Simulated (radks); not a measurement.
Values are calculated unless marked as measured or tabulated.
Task: Species: Br II. Configuration: [Ar] 3d10 4s1 4p5 (not the ground configuration). Code: a radial shooting solver on a logarithmic mesh with Libxc functionals. Model: Dirac Kohn-Sham, PBE, spin-unpolarised, spherical densities, finite nucleus; open shells are shared between the two j in proportion to 2j + 1; Fermi nuclear charge, rms radius 4.1629 fm. Some entries of the table are withheld. Estimate them.

orbital     occ.  eigenvalue (eV)  <1/r> (bohr^-1)
1s1/2          2        -13326.24            35.66
2s1/2          2        -1745.101            7.955
2p1/2          2              (1)            7.922
2p3/2          4              (2)            7.662
3s1/2          2        -250.7879            2.606
3p1/2          2              (3)            2.488
3p3/2          4              (4)            2.426
3d3/2          4         -80.0983            2.165
3d5/2          6         -79.0108            2.149
4s1/2          1         -31.2039           0.8196
4p1/2    1.66667              (5)           0.6873
4p3/2    3.33333              (6)           0.6729

Result: 
(1) 2p1/2 eigenvalue (eV): -1572.750
(2) 2p3/2 eigenvalue (eV): -1525.245
(3) 3p1/2 eigenvalue (eV): -190.8553
(4) 3p3/2 eigenvalue (eV): -184.0173
(5) 4p1/2 eigenvalue (eV): -18.5231
(6) 4p3/2 eigenvalue (eV): -17.9362
